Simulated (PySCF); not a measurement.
PySCF input file for Al(OH)(PH2)2 (AlH5OP2), SMILES [PH2][Al]([OH])[PH2], C-PCM-M06-2X/def2-SVP. The structure is a stationary point at B3LYP-D3(BJ)/def2-SVP. The structure was generated by enumeration; whether it is a known compound was not checked. Other conformers were not sampled.

```python
import numpy as np
from pyscf import gto, scf, dft
from pyscf.solvent import pcm

mol = gto.M(
    atom='''
    Al    0.32802061   -0.18926812   -0.10701762
    O     1.77303635   -0.90988383   -0.66101958
    H     2.48086043   -1.30486660   -0.14460700
    P    -0.12659061    0.05427582    2.18146597
    H     0.27234410   -1.28582372    2.48812532
    H    -1.50577389   -0.28540387    2.01382023
    P    -0.98066169    0.78652981   -1.77445475
    H    -2.20828610    0.37012656   -1.16883441
    H    -0.87891869   -0.36656042   -2.61428671
    ''',
    basis='def2-SVP',
    charge=0,
    spin=0,
    max_memory=1600,
    verbose=3,
)
mf = dft.RKS(mol, xc='m06-2x').density_fit(auxbasis='def2-universal-jkfit')
mf.grids.level = 4
mf.conv_tol = 1e-9
mf.max_cycle = 100
mf.kernel()
res = {}
for name, eps in {'water': 78.355, 'ethylethanoate': 5.9867, 'acetonitrile': 35.688}.items():
    s = mf.PCM()
    s.with_solvent.method, s.with_solvent.eps, s.with_solvent.lebedev_order = 'C-PCM', eps, 29
    s.kernel(mf.make_rdm1())
    res[name] = (s.e_tot, eps, s.dip_moment(), s.mo_energy, s.converged)
    print(f'{name}: electrostatic solvation free energy {(s.e_tot - mf.e_tot) * 627.509474:.3f} kcal/mol')
```

Output:

```
converged SCF energy = -1003.00167516932

WARN: PCM is an experimental feature. It is still in testing.
Features and APIs may be changed in the future.

converged SCF energy = -1003.01419071542
Dipole moment(X, Y, Z, Debye):  0.30038, -2.65736,  1.11451
water: electrostatic solvation free energy -7.854 kcal/mol

WARN: PCM is an experimental feature. It is still in testing.
Features and APIs may be changed in the future.

converged SCF energy = -1003.01193545658
Dipole moment(X, Y, Z, Debye):  0.30383, -2.49424,  1.06733
ethylethanoate: electrostatic solvation free energy -6.438 kcal/mol

WARN: PCM is an experimental feature. It is still in testing.
Features and APIs may be changed in the future.

converged SCF energy = -1003.01396124852
Dipole moment(X, Y, Z, Debye):  0.30088, -2.64030,  1.10964
acetonitrile: electrostatic solvation free energy -7.710 kcal/mol
```

The calculation finished and met its thresholds.

Cost: about 110 core-seconds (a rough figure).
